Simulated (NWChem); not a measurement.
System: C3H6O; SMILES OC1CC1

Parts of the log:

```
             Northwest Computational Chemistry Package (NWChem) 7.3.0
             --------------------------------------------------------

 C1  symmetry detected

                             Geometry "geometry" -> ""
                             -------------------------

 Output coordinates in angstroms (scale by  1.889725989 to convert to a.u.)

  No.       Tag          Charge          X              Y              Z
 ---- ---------------- ---------- -------------- -------------- --------------
    1 O                    8.0000    -0.06693274    -1.45453426    -0.19436616
    2 C                    6.0000    -0.00266737    -0.24241539     0.47286245
    3 C                    6.0000    -0.76602612     0.88421735    -0.12895765
    4 C                    6.0000     0.74026277     0.90672861    -0.14417205
    5 H                    1.0000     0.77813305    -1.90084711    -0.07497684
    6 H                    1.0000     0.00335795    -0.30949929     1.57081789
    7 H                    1.0000    -1.30306310     1.57063004     0.53060020
    8 H                    1.0000    -1.26901180     0.66328294    -1.07392421
    9 H                    1.0000     1.22787521     0.71362494    -1.10379174
   10 H                    1.0000     1.26875497     1.60789920     0.50780740

 Effective nuclear repulsion energy (a.u.)     124.6409625312

  pbe96 is a nonlocal functional; adding pw91lda local functional.

                                 NWChem DFT Module
                                 -----------------

 Summary of "ao basis" -> "ao basis" (spherical)
 ------------------------------------------------------------------------------
       Tag                 Description            Shells   Functions and Types
 ---------------- ------------------------------  ------  ---------------------
 O                          def2-svp                 6       14   3s2p1d
 C                          def2-svp                 6       14   3s2p1d
 H                          def2-svp                 3        5   2s1p

            General Information
            -------------------
          SCF calculation type: DFT
          Wavefunction type:  closed shell.
          No. of atoms     :    10
          No. of electrons :    32
           Alpha electrons :    16
            Beta electrons :    16
          Charge           :     0
          Spin multiplicity:     1
          Use of symmetry is: off; symmetry adaption is: off
          Maximum number of iterations: 150
          AO basis - number of functions:    86
                     number of shells:    42
          Convergence on energy requested:  1.00D-06
          Convergence on density requested:  1.00D-05
          Convergence on gradient requested:  5.00D-04

              XC Information
              --------------
          PerdewBurkeErnzerhof Exchange Functional  1.000
            Perdew 1991 LDA Correlation Functional  1.000 local
           PerdewBurkeErnz. Correlation Functional  1.000 non-local

             Grid Information
             ----------------
          Grid used for XC integration:  medium
          Radial quadrature: Mura-Knowles
          Angular quadrature: Lebedev.
          Tag              B.-S. Rad. Rad. Pts. Rad. Cut. Ang. Pts.
          ---              ---------- --------- --------- ---------
          O                   0.60       49          10.0       434
          C                   0.70       49          10.0       434
          H                   0.35       45          11.0       434
          Grid pruning is: on
          Number of quadrature shells:   466
          Spatial weights used:  Erf1

      Superposition of Atomic Density Guess
      -------------------------------------

 Sum of atomic energies:        -190.56125950

      Non-variational initial energy
      ------------------------------

 Total energy =    -193.233716
 1-e energy   =    -503.795271
 2-e energy   =     185.920593
 HOMO         =      -0.319739
 LUMO         =       0.103033

     ---------------------------------------------
      Total Density - Mulliken Population Analysis
     ---------------------------------------------

    Atom       Charge   Shell Charges
 -----------   ------   -------------------------------------------------------
    1 O    8     8.56   1.99  1.10  0.63  3.01  1.82  0.01
    2 C    6     5.83   1.99  0.91  0.28  1.82  0.75  0.07
    3 C    6     6.26   1.99  0.96  0.27  2.06  0.96  0.03
    4 C    6     6.26   1.99  0.96  0.27  2.05  0.96  0.03
    5 H    1     0.67   0.54  0.07  0.06
    6 H    1     0.91   0.69  0.20  0.02
    7 H    1     0.87   0.66  0.18  0.02
    8 H    1     0.87   0.66  0.19  0.02
    9 H    1     0.88   0.66  0.19  0.02
   10 H    1     0.88   0.66  0.19  0.02

   convergence    iter        energy       DeltaE   RMS-Dens  Diis-err
 ---------------- ----- ----------------- --------- --------- ---------
 d= 0,ls=0.0,diis     1   -192.6668701078 -3.17D+02  1.66D-02  5.23D-01
 d= 0,ls=0.0,diis     2   -192.6510899865  1.58D-02  1.04D-02  7.60D-01
 d= 0,ls=0.0,diis     3   -192.7177233849 -6.66D-02  2.20D-03  7.46D-02
 d= 0,ls=0.0,diis     4   -192.7242752042 -6.55D-03  6.38D-04  2.88D-03
 d= 0,ls=0.0,diis     5   -192.7245254118 -2.50D-04  2.45D-04  6.21D-04
  Resetting Diis
 d= 0,ls=0.0,diis     6   -192.7246041639 -7.88D-05  2.97D-05  4.61D-06
 d= 0,ls=0.0,diis     7   -192.7246046222 -4.58D-07  1.84D-05  7.19D-07
 d= 0,ls=0.0,diis     8   -192.7246045042  1.18D-07  1.11D-05  1.64D-06
 d= 0,ls=0.0,diis     9   -192.7246047138 -2.10D-07  7.55D-07  4.18D-09

         Total DFT energy =     -192.724604713771
      One electron energy =     -507.715376505758
           Coulomb energy =      217.204123359683
    Exchange-Corr. energy =      -26.854314098920
 Nuclear repulsion energy =      124.640962531224

 Numeric. integr. density =       31.999988004616

                       DFT Final Molecular Orbital Analysis
                       ------------------------------------

 Vector   14  Occ=2.000000D+00  E=-2.870452D-01
              MO Center=  6.1D-03,  5.1D-02, -1.5D-01, r^2= 2.4D+00
   Bfn.  Coefficient  Atom+Function         Bfn.  Coefficient  Atom+Function
  ----- ------------  ---------------      ----- ------------  ---------------
     6      0.371554   1 O  pz               32      0.283751   3 C  px
    46     -0.273957   4 C  px               17     -0.251578   2 C  s
     9      0.248472   1 O  pz               31      0.196330   3 C  s
    47      0.173438   4 C  py               22     -0.171783   2 C  py
    35      0.165671   3 C  px               19     -0.144388   2 C  py

 Vector   15  Occ=2.000000D+00  E=-2.418712D-01
              MO Center= -1.8D-01, -7.7D-02,  6.4D-02, r^2= 2.3D+00
   Bfn.  Coefficient  Atom+Function         Bfn.  Coefficient  Atom+Function
  ----- ------------  ---------------      ----- ------------  ---------------
    18      0.328975   2 C  px               33      0.320301   3 C  py
     6     -0.248073   1 O  pz               31     -0.222722   3 C  s
    36      0.193365   3 C  py                4     -0.185337   1 O  px
     3      0.182117   1 O  s                 9     -0.177663   1 O  pz
    34     -0.171936   3 C  pz               57     -0.171550   5 H  s

 Vector   16  Occ=2.000000D+00  E=-2.117316D-01
              MO Center=  1.1D-01, -5.8D-01,  2.6D-02, r^2= 2.2D+00
   Bfn.  Coefficient  Atom+Function         Bfn.  Coefficient  Atom+Function
  ----- ------------  ---------------      ----- ------------  ---------------
     6      0.352569   1 O  pz               47     -0.287879   4 C  py
     9      0.260681   1 O  pz                4     -0.253766   1 O  px
     5     -0.241958   1 O  py               45      0.217037   4 C  s
    18      0.198451   2 C  px                8     -0.192707   1 O  py
     7     -0.188394   1 O  px               62     -0.176487   6 H  s

 Vector   17  Occ=0.000000D+00  E= 3.599147D-02
              MO Center=  5.4D-01, -7.4D-01,  4.8D-01, r^2= 5.5D+00
   Bfn.  Coefficient  Atom+Function         Bfn.  Coefficient  Atom+Function
  ----- ------------  ---------------      ----- ------------  ---------------
    58     -0.958585   5 H  s                17      0.899191   2 C  s
    63     -0.803969   6 H  s                 3      0.626038   1 O  s
    83     -0.610765  10 H  s                68     -0.560977   7 H  s
    45      0.312165   4 C  s                23      0.300581   2 C  pz
    50      0.270248   4 C  py                7      0.260221   1 O  px

 Vector   18  Occ=0.000000D+00  E= 5.799132D-02
              MO Center=  3.7D-01, -1.6D-01,  4.3D-01, r^2= 6.5D+00
   Bfn.  Coefficient  Atom+Function         Bfn.  Coefficient  Atom+Function
  ----- ------------  ---------------      ----- ------------  ---------------
    58      0.874599   5 H  s                68     -0.867389   7 H  s
    63     -0.780943   6 H  s                83     -0.755428  10 H  s
    31      0.678123   3 C  s                78      0.491504   9 H  s
     3     -0.453358   1 O  s                51      0.403840   4 C  pz
    17      0.359953   2 C  s                23      0.313332   2 C  pz

 Vector   19  Occ=0.000000D+00  E= 6.615882D-02
              MO Center=  1.4D-01,  7.1D-01, -9.8D-01, r^2= 4.7D+00
   Bfn.  Coefficient  Atom+Function         Bfn.  Coefficient  Atom+Function
  ----- ------------  ---------------      ----- ------------  ---------------
    45      1.473403   4 C  s                78     -1.359411   9 H  s
    31      1.266572   3 C  s                73     -1.183207   8 H  s
    83     -0.554430  10 H  s                68     -0.456176   7 H  s
    49      0.354923   4 C  px               35     -0.341937   3 C  px
    51     -0.316502   4 C  pz               22     -0.282604   2 C  py

     ---------------------------------------------
      Total Density - Mulliken Population Analysis
     ---------------------------------------------

    Atom       Charge   Shell Charges
 -----------   ------   -------------------------------------------------------
    1 O    8     8.23   1.99  1.08  0.64  2.88  1.63  0.01
    2 C    6     5.98   1.98  0.91  0.19  2.11  0.71  0.08
    3 C    6     6.06   1.98  0.91  0.18  2.15  0.80  0.03
    4 C    6     6.07   1.98  0.91  0.19  2.14  0.82  0.03
    5 H    1     0.84   0.70  0.07  0.07
    6 H    1     0.98   0.75  0.21  0.02
    7 H    1     0.96   0.74  0.20  0.02
    8 H    1     0.95   0.73  0.20  0.02
    9 H    1     0.96   0.73  0.20  0.02
   10 H    1     0.96   0.74  0.20  0.02

     -------------------------------------------
      Total Density - Lowdin Population Analysis
     -------------------------------------------

    Atom       Charge   Shell Charges
 -----------   ------   -------------------------------------------------------
    1 O    8     8.10   1.97  0.88  0.58  2.71  1.92  0.03
    2 C    6     5.98   1.96  0.57  0.28  1.91  1.07  0.17
    3 C    6     6.06   1.96  0.58  0.30  1.94  1.19  0.09
    4 C    6     6.08   1.96  0.58  0.30  1.94  1.21  0.09
    5 H    1     0.92   0.57  0.17  0.18
    6 H    1     0.99   0.65  0.27  0.07
    7 H    1     0.97   0.64  0.27  0.07
    8 H    1     0.96   0.63  0.27  0.07
    9 H    1     0.97   0.63  0.27  0.07
   10 H    1     0.97   0.63  0.27  0.07

     Multipole analysis of the density
     ---------------------------------

     L   x y z        total         alpha         beta         nuclear
     -   - - -        -----         -----         ----         -------
     0   0 0 0     -0.000000    -16.000000    -16.000000     32.000000

     1   1 0 0      0.491608      0.245804      0.245804      0.000000
     1   0 1 0      0.052528      0.026264      0.026264     -0.000000
     1   0 0 1      0.241661      0.120831      0.120831     -0.000000

     2   2 0 0    -18.021163    -33.786404    -33.786404     49.551645
     2   1 1 0     -2.268320      0.126769      0.126769     -2.521858
     2   1 0 1     -0.092302      0.032090      0.032090     -0.156482
     2   0 2 0    -18.319448    -74.532281    -74.532281    130.745114
     2   0 1 1      0.032962      0.174255      0.174255     -0.315549
     2   0 0 2    -18.026999    -21.963031    -21.963031     25.899064
```

Level: PBE/def2-SVP. Structure relaxed at the PBE0/def2-SVP level.

Task: Reconstruct the input file.

Result: Several could match; the one computed here: the input that was run:
```
start job
memory heap 200 mb stack 900 mb global 1100 mb
geometry units angstroms noautoz
  O     -0.076396    -1.446920    -0.225850
  C     -0.005049    -0.246098     0.460803
  C     -0.755955     0.896394    -0.126613
  C      0.750526     0.906269    -0.134483
  H      0.764279    -1.902271    -0.109634
  H     -0.004832    -0.330586     1.557573
  H     -1.290299     1.576855     0.541247
  H     -1.256279     0.694738    -1.077286
  H      1.241059     0.724205    -1.094772
  H      1.281822     1.592499     0.530975
end
basis spherical
  * library def2-svp
end
dft
  xc xpbe96 cpbe96
  iterations 150
  mulliken
end
task dft energy
```
